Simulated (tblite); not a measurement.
Record of a relaxation.

C₂H₁₃NSSi₄.
Numbering: `[SiH3:1][N:2]([SiH3:3])[Si@H:4]1[CH2:5][CH2:6][SiH2:7][S:8]1` (hydrogens: H9, H10, H11 on Si1; H12, H13, H14 on Si3; H15 on Si4; H16, H17 on C5; H18, H19 on C6; H20, H21 on Si7)

Computed with GFN2-xTB (tblite), gas phase: L-BFGS steps from a force-field or distance-geometry start until the largest atomic force falls under 0.01 eV/Å. 9 of its 157 geometries are shown.

Step 0: E = -655.8497 eV, largest atomic force 3.222 eV/Å
```
atom  x, y, z in Å  |  force x, y, z in eV/Å
Si1    -2.198   -1.306   -0.611   -1.097  -2.391  -0.575
N2     -1.506    0.241   -0.632    0.380  -0.127  -0.587
Si3    -2.647    1.315   -0.006   -2.128   2.375   0.463
Si4    -0.083    0.274    0.279    1.722   0.315   0.947
C5      1.206   -1.036   -0.177    0.019  -0.136  -0.139
C6      2.585   -0.603    0.317    0.020  -0.476   0.309
Si7     2.894    1.197   -0.116    0.719   0.612  -0.081
S8      0.964    2.130   -0.048   -0.165  -0.136   0.055
H9     -2.489   -1.754    0.776    0.058   0.082  -0.324
H10    -3.445   -1.322   -1.424    0.450   0.132   0.316
H11    -1.266   -2.267   -1.228   -0.061   0.233   0.120
H12    -2.989    0.996    1.404    0.111   0.063  -0.304
H13    -2.195    2.719   -0.102    0.116  -0.465   0.048
H14    -3.892    1.235   -0.821    0.460  -0.121   0.220
H15    -0.358    0.161    1.740    0.106   0.049  -0.220
H16     0.948   -2.011    0.249    0.004   0.109  -0.179
H17     1.228   -1.140   -1.274    0.026  -0.090   0.296
H18     3.365   -1.251   -0.108   -0.197   0.137   0.172
H19     2.640   -0.715    1.415   -0.072  -0.050  -0.419
H20     3.430    1.311   -1.485   -0.115   0.048   0.218
H21     3.797    1.845    0.871   -0.355  -0.163  -0.334
```

Step 20: E = -656.3868 eV, largest atomic force 0.137 eV/Å
```
atom  x, y, z in Å  |  force x, y, z in eV/Å
Si1    -2.261   -1.477   -0.621    0.011   0.001   0.011
N2     -1.631    0.108   -0.238   -0.030   0.013  -0.046
Si3    -2.735    1.441    0.037   -0.011   0.014   0.013
Si4    -0.030    0.265    0.401   -0.044  -0.095   0.022
C5      1.214   -1.040   -0.183    0.053   0.013  -0.010
C6      2.596   -0.610    0.303    0.033   0.077  -0.006
Si7     2.927    1.214   -0.150   -0.041   0.013  -0.019
S8      0.959    2.108   -0.097    0.049  -0.072  -0.037
H9     -2.622   -2.171    0.620   -0.002   0.010  -0.003
H10    -3.426   -1.311   -1.484    0.010   0.051   0.017
H11    -1.222   -2.236   -1.313    0.023   0.026  -0.018
H12    -3.240    1.366    1.412    0.024  -0.012   0.010
H13    -2.014    2.683   -0.182    0.048   0.007  -0.012
H14    -3.841    1.286   -0.902    0.013  -0.043  -0.045
H15    -0.092    0.232    1.866   -0.021   0.000   0.135
H16     0.969   -2.031    0.199   -0.016   0.028   0.024
H17     1.218   -1.116   -1.271   -0.016   0.017  -0.017
H18     3.373   -1.269   -0.091   -0.031   0.040   0.005
H19     2.628   -0.705    1.392    0.028  -0.023  -0.029
H20     3.450    1.386   -1.504   -0.027  -0.033   0.017
H21     3.772    1.894    0.828   -0.053  -0.033  -0.014
```

Step 39: E = -656.4038 eV, largest atomic force 0.053 eV/Å
```
atom  x, y, z in Å  |  force x, y, z in eV/Å
Si1    -2.255   -1.474   -0.629    0.008   0.014  -0.013
N2     -1.623    0.096   -0.199   -0.021   0.001   0.012
Si3    -2.710    1.452    0.024    0.005   0.004  -0.013
Si4    -0.039    0.232    0.478   -0.023  -0.033   0.003
C5      1.212   -1.049   -0.143   -0.001  -0.015   0.006
C6      2.606   -0.608    0.294    0.008  -0.005  -0.003
Si7     2.891    1.214   -0.169   -0.017   0.050   0.001
S8      0.916    2.070   -0.097    0.014   0.025   0.002
H9     -2.618   -2.207    0.588    0.007  -0.001   0.000
H10    -3.420   -1.250   -1.478    0.001  -0.010   0.002
H11    -1.213   -2.199   -1.354   -0.002  -0.005  -0.008
H12    -3.234    1.405    1.393   -0.001  -0.001   0.011
H13    -1.964    2.678   -0.209    0.000  -0.007  -0.007
H14    -3.787    1.264   -0.944    0.002   0.013  -0.006
H15    -0.105    0.222    1.948   -0.004  -0.012  -0.002
H16     0.992   -2.050    0.227   -0.016   0.000   0.041
H17     1.173   -1.102   -1.233    0.010  -0.004   0.004
H18     3.370   -1.254   -0.140    0.016  -0.003  -0.031
H19     2.692   -0.717    1.377   -0.019  -0.005   0.009
H20     3.406    1.373   -1.525   -0.007   0.000  -0.021
H21     3.703    1.922    0.811    0.039  -0.004   0.012
```

Step 58: E = -656.4105 eV, largest atomic force 0.034 eV/Å
```
atom  x, y, z in Å  |  force x, y, z in eV/Å
Si1    -2.246   -1.472   -0.652    0.007   0.007  -0.015
N2     -1.621    0.093   -0.196   -0.004   0.001   0.015
Si3    -2.695    1.467   -0.002    0.002   0.004  -0.007
Si4    -0.053    0.212    0.522   -0.012  -0.003   0.032
C5      1.208   -1.067   -0.086   -0.017   0.005  -0.006
C6      2.616   -0.601    0.277   -0.004  -0.011   0.000
Si7     2.864    1.231   -0.177    0.014  -0.003  -0.005
S8      0.896    2.075    0.010    0.021   0.001   0.003
H9     -2.572   -2.240    0.554    0.007   0.007  -0.006
H10    -3.430   -1.243   -1.473    0.003  -0.004   0.013
H11    -1.215   -2.170   -1.419   -0.001   0.000   0.002
H12    -3.228    1.444    1.363   -0.009  -0.005   0.009
H13    -1.929    2.680   -0.240   -0.012  -0.007  -0.012
H14    -3.765    1.289   -0.980    0.016  -0.002   0.003
H15    -0.148    0.174    1.991   -0.013  -0.001  -0.011
H16     1.007   -2.049    0.344    0.005   0.004  -0.001
H17     1.128   -1.176   -1.169    0.013   0.005  -0.014
H18     3.364   -1.228   -0.210    0.006  -0.013  -0.004
H19     2.764   -0.724    1.352   -0.011   0.010   0.013
H20     3.309    1.403   -1.557   -0.014   0.006   0.001
H21     3.739    1.916    0.768    0.002   0.000  -0.011
```

Step 78: E = -656.4142 eV, largest atomic force 0.030 eV/Å
```
atom  x, y, z in Å  |  force x, y, z in eV/Å
Si1    -2.218   -1.464   -0.665   -0.003  -0.004  -0.009
N2     -1.612    0.098   -0.174    0.007   0.003  -0.010
Si3    -2.689    1.474   -0.026    0.001   0.006   0.000
Si4    -0.060    0.204    0.582   -0.008   0.021   0.019
C5      1.198   -1.063   -0.055   -0.028  -0.003  -0.004
C6      2.614   -0.605    0.285   -0.006   0.016  -0.010
Si7     2.854    1.222   -0.192    0.007   0.020  -0.004
S8      0.911    2.077    0.153   -0.005   0.008   0.003
H9     -2.490   -2.271    0.528    0.006  -0.002  -0.004
H10    -3.429   -1.232   -1.443   -0.011  -0.010   0.009
H11    -1.206   -2.123   -1.489    0.012   0.001   0.004
H12    -3.244    1.476    1.331   -0.007   0.001   0.001
H13    -1.931    2.688   -0.285    0.012  -0.002  -0.002
H14    -3.737    1.270   -1.023    0.001   0.009   0.009
H15    -0.194    0.126    2.045    0.003  -0.004  -0.004
H16     1.002   -2.049    0.366    0.005  -0.021   0.009
H17     1.098   -1.160   -1.137    0.020  -0.001  -0.023
H18     3.351   -1.240   -0.207    0.006  -0.009   0.019
H19     2.773   -0.713    1.361    0.007  -0.008  -0.008
H20     3.188    1.399   -1.603   -0.011  -0.022  -0.003
H21     3.813    1.902    0.670   -0.010   0.000   0.009
```

Step 98: E = -656.4158 eV, largest atomic force 0.021 eV/Å
```
atom  x, y, z in Å  |  force x, y, z in eV/Å
Si1    -2.201   -1.462   -0.671   -0.001   0.000   0.007
N2     -1.609    0.104   -0.173   -0.002  -0.002  -0.003
Si3    -2.680    1.486   -0.038    0.007  -0.008   0.009
Si4    -0.066    0.197    0.602    0.001   0.014  -0.015
C5      1.193   -1.064   -0.049    0.001   0.000   0.000
C6      2.607   -0.604    0.296    0.006   0.006   0.000
Si7     2.837    1.219   -0.196   -0.007   0.004   0.001
S8      0.910    2.079    0.218   -0.001  -0.014   0.001
H9     -2.422   -2.291    0.518    0.005   0.001  -0.008
H10    -3.439   -1.248   -1.409   -0.013   0.001   0.003
H11    -1.193   -2.085   -1.528   -0.002  -0.007  -0.007
H12    -3.245    1.498    1.315    0.001   0.003  -0.008
H13    -1.906    2.689   -0.300   -0.001   0.007   0.001
H14    -3.724    1.287   -1.039   -0.001  -0.001  -0.001
H15    -0.213    0.093    2.061    0.003  -0.003   0.015
H16     1.000   -2.055    0.363    0.001  -0.004   0.005
H17     1.099   -1.151   -1.133   -0.004   0.001  -0.004
H18     3.348   -1.242   -0.189    0.004  -0.003   0.002
H19     2.765   -0.708    1.372   -0.005   0.001   0.005
H20     3.110    1.365   -1.624    0.007   0.003  -0.001
H21     3.821    1.911    0.624    0.001  -0.002  -0.001
```

Step 117: E = -656.4167 eV, largest atomic force 0.017 eV/Å
```
atom  x, y, z in Å  |  force x, y, z in eV/Å
Si1    -2.199   -1.462   -0.679    0.005  -0.001   0.010
N2     -1.607    0.102   -0.175   -0.012   0.002   0.003
Si3    -2.666    1.494   -0.050   -0.001  -0.002   0.009
Si4    -0.069    0.186    0.612    0.005   0.005  -0.015
C5      1.194   -1.070   -0.040    0.010  -0.001  -0.002
C6      2.605   -0.600    0.307    0.003  -0.003   0.002
Si7     2.826    1.220   -0.202   -0.007  -0.007   0.007
S8      0.906    2.072    0.252   -0.004  -0.003  -0.003
H9     -2.341   -2.321    0.501    0.005   0.001  -0.006
H10    -3.481   -1.254   -1.339   -0.014   0.002   0.001
H11    -1.234   -2.052   -1.606    0.007   0.004  -0.003
H12    -3.235    1.518    1.301   -0.001  -0.003  -0.014
H13    -1.888    2.694   -0.313    0.004   0.002  -0.002
H14    -3.704    1.300   -1.058   -0.008  -0.005   0.001
H15    -0.224    0.062    2.069   -0.001   0.009   0.013
H16     1.006   -2.061    0.374    0.001   0.003   0.002
H17     1.101   -1.160   -1.124   -0.001   0.002  -0.001
H18     3.352   -1.240   -0.163   -0.003  -0.001  -0.001
H19     2.753   -0.686    1.386    0.002  -0.013  -0.001
H20     3.074    1.357   -1.635    0.004   0.004   0.000
H21     3.823    1.916    0.600    0.007   0.004  -0.001
```

Step 136: E = -656.4186 eV, largest atomic force 0.036 eV/Å
```
atom  x, y, z in Å  |  force x, y, z in eV/Å
Si1    -2.191   -1.456   -0.690   -0.008  -0.035   0.004
N2     -1.614    0.104   -0.159   -0.006  -0.006  -0.020
Si3    -2.668    1.503   -0.076    0.010   0.003   0.016
Si4    -0.072    0.189    0.623   -0.015  -0.019   0.007
C5      1.192   -1.074   -0.021   -0.014   0.024   0.011
C6      2.606   -0.608    0.328   -0.013   0.007  -0.011
Si7     2.825    1.210   -0.186   -0.005  -0.004  -0.003
S8      0.907    2.074    0.260    0.018  -0.028   0.004
H9     -2.126   -2.390    0.439    0.022   0.008  -0.010
H10    -3.569   -1.295   -1.137    0.024   0.004  -0.007
H11    -1.335   -1.934   -1.780   -0.011   0.020   0.019
H12    -3.252    1.555    1.267    0.001  -0.002  -0.004
H13    -1.881    2.693   -0.356    0.004   0.009  -0.004
H14    -3.699    1.296   -1.090    0.002  -0.007  -0.002
H15    -0.243    0.073    2.079    0.020   0.011   0.007
H16     1.003   -2.065    0.394   -0.013   0.026  -0.010
H17     1.098   -1.163   -1.105    0.014  -0.014   0.021
H18     3.352   -1.248   -0.146   -0.011   0.000  -0.006
H19     2.759   -0.699    1.406   -0.021  -0.002  -0.008
H20     3.067    1.334   -1.620    0.006   0.006  -0.029
H21     3.834    1.916    0.592   -0.003   0.001   0.024
```

Step 156: E = -656.4229 eV, largest atomic force 0.009 eV/Å
```
atom  x, y, z in Å  |  force x, y, z in eV/Å
Si1    -2.164   -1.457   -0.695   -0.007  -0.001  -0.001
N2     -1.625    0.106   -0.131    0.006  -0.003   0.002
Si3    -2.681    1.504   -0.093    0.006  -0.005  -0.004
Si4    -0.078    0.216    0.633    0.001   0.008  -0.001
C5      1.163   -1.069   -0.005   -0.006   0.003   0.003
C6      2.586   -0.624    0.323   -0.002  -0.001   0.004
Si7     2.839    1.195   -0.175    0.001  -0.007   0.000
S8      0.916    2.079    0.203   -0.005   0.000  -0.002
H9     -1.862   -2.443    0.346   -0.005   0.003  -0.006
H10    -3.600   -1.375   -0.929    0.007  -0.005   0.000
H11    -1.446   -1.795   -1.927   -0.004   0.004   0.000
H12    -3.273    1.586    1.245    0.001   0.002   0.002
H13    -1.895    2.690   -0.399   -0.001   0.002   0.003
H14    -3.703    1.266   -1.110    0.000   0.000   0.003
H15    -0.224    0.146    2.095   -0.001   0.002  -0.005
H16     0.959   -2.050    0.426    0.007  -0.002  -0.002
H17     1.055   -1.176   -1.086    0.002   0.000   0.001
H18     3.314   -1.274   -0.165    0.000   0.003   0.002
H19     2.750   -0.724    1.398    0.003  -0.002   0.004
H20     3.145    1.337   -1.596   -0.005   0.002  -0.004
H21     3.817    1.878    0.662    0.001  -0.002   0.000
```

Task: Summarise the path.

Result: The energy falls by 55.31 kJ/mol from step 0 to step 156; nine tenths of that is first reached at step 15. It falls at every step. The largest force goes from 3.222 to 0.009 eV/Å. Among the bonds N2–Si3 changes most, from 1.687 to 1.753 Å; the atoms move by 0.426 Å rms after alignment.

Task: Follow the three bonds and two angles with the largest change from start to end.

Result: 
```tsv
step	E above end (kJ/mol)	largest force (eV/Å)	N2–Si3 (Å)	Si1–N2 (Å)	N2–Si4 (Å)	Si1–N2–Si3 (°)	Si3–N2–Si4 (°)
0	55.31	3.222	1.687	1.695	1.690	107.5	110.9
7	18.84	0.303	1.749	1.743	1.725	114.8	114.4
14	6.03	0.239	1.762	1.754	1.737	118.4	116.6
20	3.49	0.137	1.753	1.748	1.730	119.8	117.1
27	2.42	0.061	1.752	1.746	1.727	120.3	117.3
34	2.05	0.047	1.751	1.745	1.728	120.0	117.6
41	1.77	0.039	1.752	1.746	1.728	120.5	117.1
47	1.52	0.043	1.754	1.746	1.727	120.5	117.3
54	1.29	0.059	1.753	1.746	1.729	120.8	117.0
61	1.15	0.024	1.753	1.745	1.729	121.0	117.2
68	1.06	0.028	1.753	1.745	1.730	120.8	117.3
75	0.90	0.029	1.753	1.746	1.730	120.8	117.5
81	0.79	0.025	1.754	1.747	1.730	120.9	117.9
88	0.74	0.023	1.754	1.747	1.730	121.0	117.8
95	0.70	0.014	1.753	1.746	1.730	121.4	117.9
102	0.67	0.018	1.753	1.746	1.730	121.6	117.8
109	0.64	0.019	1.754	1.746	1.730	121.8	117.7
115	0.61	0.016	1.754	1.746	1.730	121.8	117.8
122	0.57	0.013	1.754	1.746	1.729	121.8	117.8
129	0.53	0.018	1.754	1.746	1.730	121.8	117.9
136	0.42	0.036	1.754	1.746	1.730	121.9	118.4
142	0.23	0.035	1.755	1.747	1.731	122.3	118.3
149	0.08	0.031	1.754	1.747	1.730	122.3	118.4
156	0.00	0.009	1.753	1.746	1.729	122.3	118.6
```

What follows is the cost of the whole relaxation. Time: 3.4 s wall. Hardware: Arm Neoverse N1, one thread, no GPU, shared host with 64 logical CPUs at a one-minute load of 47.
